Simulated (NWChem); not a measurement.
System: GeH₂O, singlet; SMILES [OH][GeH]

Here is an NWChem input.

```
start job
memory heap 200 mb stack 900 mb global 1100 mb
geometry units angstroms noautoz
  Ge     0.039033    -0.402786     0.000000
  H     -1.599268    -0.481565     0.000000
  O      0.134194     1.407569     0.000000
  H     -0.745841     1.830270     0.000000
end
basis spherical
  * library 3-21g
end
dft
  xc hfexch
  iterations 150
  mulliken
end
task dft energy
```

Parts of the log:

```
             Northwest Computational Chemistry Package (NWChem) 7.3.0
             --------------------------------------------------------

 CS  symmetry detected

                             Geometry "geometry" -> ""
                             -------------------------

 Output coordinates in angstroms (scale by  1.889725989 to convert to a.u.)

  No.       Tag          Charge          X              Y              Z
 ---- ---------------- ---------- -------------- -------------- --------------
    1 Ge                  32.0000     0.05256918    -0.39460699     0.00000000
    2 H                    1.0000    -1.58225664    -0.52719974     0.00000000
    3 O                    8.0000     0.08816643     1.41789782     0.00000000
    4 H                    1.0000    -0.80528850     1.81144072     0.00000000

 Effective nuclear repulsion energy (a.u.)      98.4075691357

      Symmetry information
      --------------------

 Group name             Cs
 Group number              2
 Group order               2
 No. of unique centers     4

  xc_inp: hfexch multiplicative factor not found.

                                 NWChem DFT Module
                                 -----------------

 Summary of "ao basis" -> "ao basis" (spherical)
 ------------------------------------------------------------------------------
       Tag                 Description            Shells   Functions and Types
 ---------------- ------------------------------  ------  ---------------------
 Ge                          3-21g                  10       22   5s4p1d
 H                           3-21g                   2        2   2s
 O                           3-21g                   5        9   3s2p

      Symmetry analysis of basis
      --------------------------

        a'         27
        a"          8

            General Information
            -------------------
          SCF calculation type: DFT
          Wavefunction type:  closed shell.
          No. of atoms     :     4
          No. of electrons :    42
           Alpha electrons :    21
            Beta electrons :    21
          Charge           :     0
          Spin multiplicity:     1
          Use of symmetry is: on ; symmetry adaption is: on
          Maximum number of iterations: 150
          AO basis - number of functions:    35
                     number of shells:    19
          Convergence on energy requested:  1.00D-06
          Convergence on density requested:  1.00D-05
          Convergence on gradient requested:  5.00D-04

              XC Information
              --------------
                     Hartree-Fock (Exact) Exchange  1.000

      Superposition of Atomic Density Guess
      -------------------------------------

 Sum of atomic energies:       -2140.64172037

      Non-variational initial energy
      ------------------------------

 Total energy =   -2140.750316
 1-e energy   =   -3184.701854
 2-e energy   =     945.543968
 HOMO         =      -0.232718
 LUMO         =      -0.044629

      Symmetry analysis of molecular orbitals - initial
      -------------------------------------------------

  Numbering of irreducible representations:

     1 a'          2 a"

  Orbital symmetries:

     1 a'          2 a'          3 a'          4 a'          5 a"
     6 a'          7 a'          8 a'          9 a'         10 a"
    11 a'         12 a'         13 a'         14 a"         15 a"
    16 a'         17 a'         18 a'         19 a"         20 a'
    21 a'         22 a"         23 a'         24 a'         25 a'
    26 a'         27 a'         28 a"         29 a'         30 a'
    31 a'

     ---------------------------------------------
      Total Density - Mulliken Population Analysis
     ---------------------------------------------

    Atom       Charge   Shell Charges
 -----------   ------   -------------------------------------------------------
    1 Ge  32    31.12   2.00  2.00  5.99  2.00  5.94  0.90  0.77  0.93  0.60  9.99
    2 H    1     1.27   0.41  0.86
    3 O    8     9.11   1.99  0.44  2.30  1.45  2.94
    4 H    1     0.50   0.31  0.18

   convergence    iter        energy       DeltaE   RMS-Dens  Diis-err
 ---------------- ----- ----------------- --------- --------- ---------
 d= 0,ls=0.0,diis     1  -2140.8857713082 -2.24D+03  1.63D-02  4.35D-01
 d= 0,ls=0.0,diis     2  -2140.9160649074 -3.03D-02  5.59D-03  2.34D-01
 d= 0,ls=0.0,diis     3  -2140.9361522853 -2.01D-02  1.50D-03  1.04D-03
 d= 0,ls=0.0,diis     4  -2140.9364969873 -3.45D-04  4.64D-04  5.60D-05
 d= 0,ls=0.0,diis     5  -2140.9365269607 -3.00D-05  1.35D-04  5.10D-06
  Resetting Diis
 d= 0,ls=0.0,diis     6  -2140.9365298617 -2.90D-06  3.44D-05  3.09D-07
 d= 0,ls=0.0,diis     7  -2140.9365300517 -1.90D-07  4.36D-06  1.31D-08

         Total DFT energy =    -2140.936530051692
      One electron energy =    -3184.813790104654
           Coulomb energy =     1031.863677108422
    Exchange-Corr. energy =      -86.393986191194
 Nuclear repulsion energy =       98.407569135734

 Numeric. integr. density =        0.000000000000

                  Occupations of the irreducible representations
                  ----------------------------------------------

                     irrep           alpha         beta
                     --------     --------     --------
                     a'               16.0         16.0
                     a"                5.0          5.0

                       DFT Final Molecular Orbital Analysis
                       ------------------------------------

 Vector   19  Occ=2.000000D+00  E=-4.767326D-01  Symmetry=a"
              MO Center=  8.6D-02,  1.3D+00,  1.7D-14, r^2= 8.6D-01
   Bfn.  Coefficient  Atom+Function         Bfn.  Coefficient  Atom+Function
  ----- ------------  ---------------      ----- ------------  ---------------
    33      0.603299  3 O  pz                29      0.481684  3 O  pz
    17      0.134854  1 Ge pz                13      0.107517  1 Ge pz
     9     -0.062784  1 Ge pz                19     -0.029529  1 Ge d -1

 Vector   20  Occ=2.000000D+00  E=-4.628631D-01  Symmetry=a'
              MO Center= -2.1D-01,  7.0D-01, -1.8D-14, r^2= 2.3D+00
   Bfn.  Coefficient  Atom+Function         Bfn.  Coefficient  Atom+Function
  ----- ------------  ---------------      ----- ------------  ---------------
    32      0.421332  3 O  py                28      0.338431  3 O  py
    31      0.286872  3 O  px                24      0.275040  2 H  s
    27      0.227909  3 O  px                12     -0.214975  1 Ge py
    14      0.166530  1 Ge s                 23      0.141397  2 H  s
     8      0.119014  1 Ge py                30      0.094568  3 O  s

 Vector   21  Occ=2.000000D+00  E=-3.374039D-01  Symmetry=a'
              MO Center=  6.4D-02, -6.1D-01,  1.3D-15, r^2= 2.6D+00
   Bfn.  Coefficient  Atom+Function         Bfn.  Coefficient  Atom+Function
  ----- ------------  ---------------      ----- ------------  ---------------
    14      0.444232  1 Ge s                 24     -0.387116  2 H  s
    11      0.304408  1 Ge px                10      0.286662  1 Ge s
    15      0.221243  1 Ge px                 6     -0.177901  1 Ge s
    12     -0.173814  1 Ge py                16     -0.174512  1 Ge py
    23     -0.166345  2 H  s                  7     -0.161424  1 Ge px

 Vector   22  Occ=0.000000D+00  E= 3.233692D-02  Symmetry=a"
              MO Center=  5.4D-02, -3.3D-01, -3.3D-15, r^2= 3.3D+00
   Bfn.  Coefficient  Atom+Function         Bfn.  Coefficient  Atom+Function
  ----- ------------  ---------------      ----- ------------  ---------------
    17      0.752563  1 Ge pz                13      0.335202  1 Ge pz
    33     -0.272297  3 O  pz                 9     -0.201503  1 Ge pz
    29     -0.164843  3 O  pz                 5      0.064814  1 Ge pz

 Vector   23  Occ=0.000000D+00  E= 1.450652D-01  Symmetry=a'
              MO Center=  1.5D-01, -2.3D-01,  4.3D-16, r^2= 4.3D+00
   Bfn.  Coefficient  Atom+Function         Bfn.  Coefficient  Atom+Function
  ----- ------------  ---------------      ----- ------------  ---------------
    16      0.893094  1 Ge py                30     -0.660193  3 O  s
    15      0.551821  1 Ge px                24      0.506879  2 H  s
    35      0.213747  4 H  s                 32      0.175179  3 O  py
    11      0.141945  1 Ge px                12      0.130311  1 Ge py
     8     -0.112267  1 Ge py                28      0.090558  3 O  py

 Vector   24  Occ=0.000000D+00  E= 2.261726D-01  Symmetry=a'
              MO Center= -2.9D-01, -2.8D-01,  2.0D-15, r^2= 4.2D+00
   Bfn.  Coefficient  Atom+Function         Bfn.  Coefficient  Atom+Function
  ----- ------------  ---------------      ----- ------------  ---------------
    24      1.324578  2 H  s                 15      1.191764  1 Ge px
    14     -0.899658  1 Ge s                 16     -0.540513  1 Ge py
    30      0.374906  3 O  s                 32     -0.202112  3 O  py
    11      0.158225  1 Ge px                 6      0.156463  1 Ge s
    10     -0.149170  1 Ge s                 31     -0.144052  3 O  px

     ---------------------------------------------
      Total Density - Mulliken Population Analysis
     ---------------------------------------------

    Atom       Charge   Shell Charges
 -----------   ------   -------------------------------------------------------
    1 Ge  32    31.23   2.00  2.00  5.99  2.00  5.95  0.92  0.99  0.83  0.57  9.98
    2 H    1     1.31   0.40  0.90
    3 O    8     8.84   1.99  0.41  2.07  1.50  2.87
    4 H    1     0.62   0.42  0.20

     -------------------------------------------
      Total Density - Lowdin Population Analysis
     -------------------------------------------

[...]
```

Level: Hartree-Fock/3-21G. Low-valent species are run as closed-shell singlets; no triplet was tried in these runs. Geometry: optimised at PBE-D3(BJ)/def2-SVP.
